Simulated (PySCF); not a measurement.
**Low-lying terms of Ar⁸⁺ (argon, charge +8)**

Ground state [Ne], ¹S. All numbers are calculated (PySCF 2.14, the spin-free X2C one-electron Hamiltonian (Gaussian nucleus), in an uncontracted even-tempered set (20 s from 0.144 bohr⁻², ratio 2.5; 12 p from 0.192 bohr⁻², ratio 2.5; 7 d from 0.162 bohr⁻², ratio 2.7; 3 f from 13 bohr⁻², ratio 2.7)). Vertical excitation energies in eV without spin-orbit coupling; excited terms of each kind are numbered among those the solver found. Frozen: 1s2.

| term | leading excitation | EOM-EE-CCSD |
| --- | --- | --- |
| 1 3P° | 2p → s | 251.78 |
| 1 1P° | 2p → s | 253.53 |
| 1 3S | 2p → p | 266.52 |
| 1 3D | 2p → p | 269.50 |
| 1 1D | 2p → p | 270.81 |
| 1 1P | 2p → p | 271.06 |
| 1 3P | 2p → p | 271.12 |
| 1 1S | 2p → p | 280.57 |
| 2 3P° | 2p → d | 292.07 |
| 1 3F° | 2p → d | 293.31 |
| 1 1F° | 2p → d | 294.35 |
| 1 1D° | 2p → d | 294.97 |
| 2 3S | 2s → s | 326.79 |
| 2 1S | 2s → s | 329.97 |

The solver can miss terms. The 23 highest virtual orbitals were dropped.
